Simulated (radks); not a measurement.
Tb+, configuration [Xe] 4f9 6s1. Calculated with a radial shooting solver on a logarithmic mesh with Libxc functionals: scalar-relativistic Kohn-Sham, r2SCAN, spin-polarised, spherical densities, finite nucleus; open shells are filled with parallel spins first (spin-orbit coupling, left out, can overturn this in heavy ions); meta-GGA in the generalised Kohn-Sham scheme; Fermi nuclear charge, rms radius 5.06 fm.

Radial electron density D(r) = 4 pi r^2 rho(r):

r (bohr),D(r) (e/bohr),spin D(r)
0.004251,36.77,0.00191
0.005761,51.58,0.00257
0.007871,67.98,0.00312
0.01075,81.51,0.00320
0.01457,87.01,0.00249
0.01991,83.05,0.00112
0.0272,76.95,0.000505
0.03686,83.10,0.00243
0.05036,104.4,0.00527
0.0688,115.6,0.00172
0.09324,98.78,0.00180
0.1274,87.18,0.0897
0.174,101.7,0.478
0.2358,85.73,1.47
0.3222,47.20,3.38
0.4402,49.36,5.50
0.5966,47.69,5.97
0.815,25.00,4.64
1.113,13.52,2.69
1.509,8.491,1.01
2.061,3.370,0.291
2.816,0.9481,0.339
3.817,0.3970,0.329
5.214,0.1349,0.128
7.124,0.01711,0.0163
9.655,0.0006345,0.000594

D(r) has 4 maxima, at r = 0.0148, 0.0661, 0.186, 0.508 bohr, and minima at 0.0285, 0.121, 0.363 bohr, inside which lie 1.94, 11.14, 29.43 electrons.
